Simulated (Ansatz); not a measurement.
The lowest singlet and triplet of S2 (SMILES S=S); geometries from B3LYP-D3(BJ)/def2-TZVP, each state relaxed from the structure named, with no frequency check, low spin by broken symmetry.
Singlet at the triplet's geometry (charge 0, multiplicity 1):
| atom | x (Å) | y (Å) | z (Å) |
|---|---|---|---|
| S | 0.0000 | 0.0000 | -0.9518 |
| S | 0.0000 | 0.0000 | 0.9518 |

A positive gap puts the triplet lower; no zero-point energy. R- takes a restricted singlet, here one determinant of a half-filled degenerate or near-degenerate pair, which mixes singlet states. U- takes an unrestricted singlet (broken symmetry where lower, unprojected). The triplet is unrestricted in single-reference levels. Active spaces average the two states.

Cores are frozen in the correlated methods.

Programs: Ansatz (Gaussian orbitals). Each number belongs to the level named beside it.

| level | gap E(singlet) − E(triplet), vertical, at the triplet's geometry (kJ/mol) |
|---|---|
| U-PBE/def2-TZVPP (spin-contaminated) | 20.3 |
| U-PBE0/def2-TZVPP (spin-contaminated) | 22.4 |
| R-wB97X-V/def2-TZVPP | 92.6 |
| R-wB97M-V/def2-TZVPP | 79.5 |
| SC-NEVPT2 on SA-CASSCF(12,8)/cc-pV(Q+d)Z | 54.3 |
| FIC-NEVPT4(SD) on SA-CASSCF(12,8)/cc-pV(D+d)Z | 60.0 |
| FIC-NEVPT4(SD) on SA-CASSCF(12,8)/cc-pV(T+d)Z | [?] |
| FIC-MRCISD+Q on SA-CASSCF(12,8)/cc-pV(D+d)Z | 59.3 |
| FIC-MRCISD+Q on SA-CASSCF(12,8)/cc-pV(Q+d)Z | [?] |

### Question
Fill in the missing entries.

### Answer

- FIC-NEVPT4(SD) on SA-CASSCF(12,8)/cc-pV(T+d)Z, gap E(singlet) − E(triplet), vertical, at the triplet's geometry (kJ/mol): 55.5
- FIC-MRCISD+Q on SA-CASSCF(12,8)/cc-pV(Q+d)Z, gap E(singlet) − E(triplet), vertical, at the triplet's geometry (kJ/mol): 52.8

Doubts at one or more of the structures used: a restricted determinant that unrestricted orbitals would lower (R-wB97X-V/def2-TZVPP, R-wB97M-V/def2-TZVPP).

Ansatz is a quantum-chemistry and plane-wave program.
